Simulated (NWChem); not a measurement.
System: BH2, doublet; SMILES [BH2]

The following NWChem deck was run.

```
start job
memory heap 200 mb stack 900 mb global 1100 mb
geometry units angstroms noautosym nocenter noautoz
  B      0.000000     0.000000     0.152542
  H      1.088215     0.000000    -0.364856
  H     -1.088215     0.000000    -0.364856
end
basis spherical
  * library aug-cc-pvtz-j
end
dft
  odft
  mult 2
  xc pbe0
  iterations 150
end
property
  hyperfine
end
task dft property
```

Parts of the log:

```
             Northwest Computational Chemistry Package (NWChem) 7.3.0
             --------------------------------------------------------

                             Geometry "geometry" -> ""
                             -------------------------

 Output coordinates in angstroms (scale by  1.889725989 to convert to a.u.)

  No.       Tag          Charge          X              Y              Z
 ---- ---------------- ---------- -------------- -------------- --------------
    1 B                    5.0000     0.00000000     0.00000000     0.15254200
    2 H                    1.0000     1.08821500     0.00000000    -0.36485600
    3 H                    1.0000    -1.08821500     0.00000000    -0.36485600

 Effective nuclear repulsion energy (a.u.)       4.6348224837

                              NWChem Property Module
                              ----------------------

  itol2e modified to match energy
  convergence criterion.

                                 NWChem DFT Module
                                 -----------------

 Summary of "ao basis" -> "ao basis" (spherical)
 ------------------------------------------------------------------------------
       Tag                 Description            Shells   Functions and Types
 ---------------- ------------------------------  ------  ---------------------
 B                       aug-cc-pvtz-j              18       46   9s5p3d1f
 H                       aug-cc-pvtz-j              10       20   6s3p1d

  itol2e modified to match energy
  convergence criterion.

            General Information
            -------------------
          SCF calculation type: DFT
          Wavefunction type:  spin polarized.
          No. of atoms     :     3
          No. of electrons :     7
           Alpha electrons :     4
            Beta electrons :     3
          Charge           :     0
          Spin multiplicity:     2
          Use of symmetry is: off; symmetry adaption is: off
          Maximum number of iterations: 150
          AO basis - number of functions:    86
                     number of shells:    38
          Convergence on energy requested:  1.00D-07
          Convergence on density requested:  1.00D-05
          Convergence on gradient requested:  5.00D-04

              XC Information
              --------------
                         PBE0 Method XC Functional
                     Hartree-Fock (Exact) Exchange  0.250
          PerdewBurkeErnzerhof Exchange Functional  0.750
            Perdew 1991 LDA Correlation Functional  1.000 local
           PerdewBurkeErnz. Correlation Functional  1.000 non-local

             Grid Information
             ----------------
          Grid used for XC integration:  fine
          Radial quadrature: Mura-Knowles
          Angular quadrature: Lebedev.
          Tag              B.-S. Rad. Rad. Pts. Rad. Cut. Ang. Pts.
          ---              ---------- --------- --------- ---------
          B                   0.85       70          13.0       590
          H                   0.35       60          14.0       590
          Grid pruning is: on
          Number of quadrature shells:   190
          Spatial weights used:  Erf1

      Superposition of Atomic Density Guess
      -------------------------------------

 Sum of atomic energies:         -25.53447860

      Non-variational initial energy
      ------------------------------

 Total energy =     -25.596701
 1-e energy   =     -42.284228
 2-e energy   =      12.052705
 HOMO         =      -0.091996
 LUMO         =      -0.037091

   convergence    iter        energy       DeltaE   RMS-Dens  Diis-err
 ---------------- ----- ----------------- --------- --------- ---------
 d= 0,ls=0.0,diis     1    -25.8693804728 -3.05D+01  1.04D-02  6.03D-02
                                                     5.97D-03  5.19D-02
 d= 0,ls=0.0,diis     2    -25.8915784849 -2.22D-02  2.64D-03  4.63D-03
                                                     1.93D-03  4.90D-03
 d= 0,ls=0.0,diis     3    -25.8947258978 -3.15D-03  1.19D-03  9.37D-04
                                                     5.29D-04  4.65D-04
 d= 0,ls=0.0,diis     4    -25.8952699986 -5.44D-04  1.07D-04  3.05D-06
                                                     8.78D-05  1.33D-05
 d= 0,ls=0.0,diis     5    -25.8952863305 -1.63D-05  3.29D-05  1.14D-06
                                                     2.89D-05  6.79D-07
  Resetting Diis
 d= 0,ls=0.0,diis     6    -25.8952878646 -1.53D-06  6.80D-06  4.38D-08
                                                     8.19D-06  6.79D-08
 d= 0,ls=0.0,diis     7    -25.8952879438 -7.91D-08  1.70D-06  2.75D-09
                                                     6.02D-07  1.36D-09

         Total DFT energy =      -25.895287943757
      One electron energy =      -42.842325822314
           Coulomb energy =       16.981779071411
    Exchange-Corr. energy =       -4.669563676507
 Nuclear repulsion energy =        4.634822483653

 Numeric. integr. density =        7.000000130891

                    DFT Final Alpha Molecular Orbital Analysis
                    ------------------------------------------

[...]

          ----------------------
          Hyperfine Interactions
          ----------------------

 Total Spin Density (Fermi Contact Term)
 ------------------ --------------------
     Atom            x         y         z       Density (a.u.)      Aiso(MHz)     Aiso(Gauss)
     1  11-B      0.00000   0.00000   0.28826       0.243577        349.378631     124.666773
     2   1-H      2.05643   0.00000  -0.68948       0.007086         31.672913      11.301664
     3   1-H     -2.05643   0.00000  -0.68948       0.007086         31.672923      11.301667

           -------------------------------------------
           Anisotropic Interaction (Spin-Dipolar Term)
           -------------------------------------------

 ------------------------------------------------------------
     Atom            x         y         z
 ------------------------------------------------------------
     1  11-B      0.00000   0.00000   0.28826

   Spin-Dipolar term (a.u.)
        xx             yy             zz             xy             xz             yz
 ------------------------------------------------------------------------------------------
      -0.241316      -0.247324       0.488639      -0.000000       0.000000      -0.000000

   Principal Comp. of -hf- tensor (au)            Anisotropic -hfcc- (MHz)               Anisotropic -hfcc- (Gauss)
 --------------------------------------------------------------------------------------------------------------------------
     -0.241316    -0.247324     0.488639     -41.316783   -42.345467    83.662250     -14.742831   -15.109890    29.852721

   Orientation of the principal axis of Hyperfine Tensor w.r.t absolute (molecular) frame
 --------------------------------------------------------------------------------------------------------------------------
      1.000000    -0.000000     0.000000
     -0.000000     1.000000    -0.000000
      0.000000    -0.000000     1.000000

 ------------------------------------------------------------
     Atom            x         y         z
 ------------------------------------------------------------
     2   1-H      2.05643   0.00000  -0.68948

   Spin-Dipolar term (a.u.)
        xx             yy             zz             xy             xz             yz
 ------------------------------------------------------------------------------------------
       0.031412      -0.038429       0.007017      -0.000000      -0.014404      -0.000000

   Principal Comp. of -hf- tensor (au)            Anisotropic -hfcc- (MHz)               Anisotropic -hfcc- (Gauss)
 --------------------------------------------------------------------------------------------------------------------------
      0.038089    -0.038429     0.000339      20.322571   -20.503663     0.181092       7.251586    -7.316204     0.064618

   Orientation of the principal axis of Hyperfine Tensor w.r.t absolute (molecular) frame
 --------------------------------------------------------------------------------------------------------------------------
      0.907259     0.000000     0.420573
      0.000000     1.000000    -0.000000
     -0.420573     0.000000     0.907259

 ------------------------------------------------------------
     Atom            x         y         z
 ------------------------------------------------------------
     3   1-H     -2.05643   0.00000  -0.68948

   Spin-Dipolar term (a.u.)
        xx             yy             zz             xy             xz             yz
 ------------------------------------------------------------------------------------------
       0.031412      -0.038429       0.007017       0.000000       0.014404      -0.000000

   Principal Comp. of -hf- tensor (au)            Anisotropic -hfcc- (MHz)               Anisotropic -hfcc- (Gauss)
 --------------------------------------------------------------------------------------------------------------------------
      0.038089    -0.038429     0.000339      20.322571   -20.503663     0.181092       7.251586    -7.316204     0.064618

   Orientation of the principal axis of Hyperfine Tensor w.r.t absolute (molecular) frame
 --------------------------------------------------------------------------------------------------------------------------
      0.907259    -0.000000    -0.420573
      0.000000     1.000000    -0.000000
      0.420573     0.000000     0.907259
```

Level: PBE0/aug-cc-pVTZ-J, spin-unrestricted, contact and dipolar terms. In the optimisation the excess spin sits in a1 (C2v, its own frame). Structure relaxed at the PBE0/def2-SVP, spin-unrestricted level. No stability test was run on the SCF state.
